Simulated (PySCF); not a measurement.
**A ladder of Hamiltonians for Ti¹²⁺ (titanium, charge +12)**

Occupied: 1s1/2, 2s1/2, 2p1/2, 2p3/2. Hartree-Fock calculated with PySCF 2.14 in an uncontracted even-tempered set (20 s from 0.62 bohr⁻², ratio 2.3; 14 p from 0.74 bohr⁻², ratio 2.3), Gaussian nucleus throughout. NR is non-relativistic, sf-X2C the spin-free one-electron X2C Hamiltonian, X2C adds the bare one-electron spin-orbit term, X2C-SNSO screens it by Boettger's factors, DC is four-component Dirac-Coulomb, and the Gaunt and Breit terms are added at first order (total energies over the DC spinors, levels after relaxing the spinors in that mean field). QED terms are absent. Levels marked empty are virtual spinors of this ion.

```
Hamiltonian  E (hartree)  E − E(DC) (hartree)  CPU seconds
         NR    -790.8072               4.3091         0.35
     sf-X2C    -795.0151               0.1012         0.19
        X2C    -795.0227               0.0937         0.25
   X2C-SNSO    -795.0213               0.0950         0.26
         DC    -795.1163               0.0000           14
   DC+Gaunt    -794.8430               0.2734           26
   DC+Breit    -794.8646               0.2518          110
```

Question: Give the 2p spin-orbit interval with each Hamiltonian that has one.

Answer: X2C 6.788; X2C-SNSO 6.166; DC 6.092; DC+Gaunt 5.905; DC+Breit 5.905 (eV).

```
   level (eV)       NR   sf-X2C      X2C  X2C-SNSO       DC  DC+Gaunt  DC+Breit
        1s1/2  -5312.4  -5344.1  -5344.1   -5344.1  -5346.0   -5341.5   -5341.7
        2s1/2  -885.52  -892.52  -892.51   -892.51  -892.68   -892.36   -892.37
        2p1/2  -789.93  -791.35  -795.90   -795.48  -795.51   -794.93   -794.99
        2p3/2  -789.93  -791.35  -789.11   -789.31  -789.41   -789.02   -789.08
3s1/2 (empty)  -289.35  -290.91  -290.91   -290.91  -290.94   -290.87   -290.88
3p1/2 (empty)  -263.79  -264.28  -265.10   -265.02  -265.03   -264.92   -264.93
3p3/2 (empty)  -263.79  -264.28  -263.88   -263.91  -263.93   -263.85   -263.87
```

Weight of the small component: 1s1/2 0.00622, 2s1/2 0.00112, 2p1/2 0.00109, 2p3/2 0.00108, 3s1/2 0.000317, 3p1/2 0.000302, 3p3/2 0.000300.

Koopmans' value for the highest occupied level at DC+Breit: 789.08 eV, against an ionisation energy of 787.67 eV (measured; NIST Atomic Spectra Database, ionization energies); the former lacks relaxation, correlation, QED and recoil.

The whole ladder took 160 s of wall time on 1 thread of Intel(R) Xeon(R) Platinum 8375C CPU @ 2.90GHz (shared host), launched as `OMP_NUM_THREADS=1 python relrun2.py TASK.json OUT` (a driver that calls PySCF for each Hamiltonian).
